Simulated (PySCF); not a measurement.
# Germanium: a sound run and one with changed settings

Sound run: Ge [Ar] 3d10 4s2 4p2, Ge⁺ [Ar] 3d10 4s2 4p1. All numbers are calculated (PySCF 2.14, scalar relativity by spin-free X2C-1e, in x2c-TZVPall (6s5p4d1f, 48 functions)). In the sound run the correlated levels freeze [Ar] 3d10. The sound run starts from symmetry-adapted Hartree-Fock orbitals and uses a fine grid where one is needed.

Changed run: initial guess sap, at most 8 SCF cycles. This setting is unsound on purpose.

| species | method | sound run (hartree) | changed run (hartree) | converged |
| --- | --- | --- | --- | --- |
| Ge | UHF | -2097.04821 | -2097.04821 | no |
| Ge | M06-L | -2098.63153 | -2098.63153 | yes |
| Ge | LDA | -2095.42262 | -2095.42262 | yes |
| Ge⁺ | UHF | -2096.77574 | -2096.77574 | yes |
| Ge⁺ | M06-L | -2098.35007 | -2098.35007 | yes |
| Ge⁺ | LDA | -2095.12838 | -2095.12838 | yes |
| Ge⁺ | MP2 | -2096.81237 | -2096.81237 | yes |
| Ge⁺ | CCSD(T) | -2096.82651 | -2096.82651 | yes |

Ionisation energy of Ge:

```json
{"method": "M06-L", "sound run (eV)": "7.659", "changed run (eV)": "7.659"}
{"method": "LDA", "sound run (eV)": "8.007", "changed run (eV)": "8.007"}
```

The SCF was stopped early; the energies are upper bounds that still move, and correlated levels were skipped or rest on poor orbitals.

For comparison, NIST gives 7.899 eV between the lowest levels.
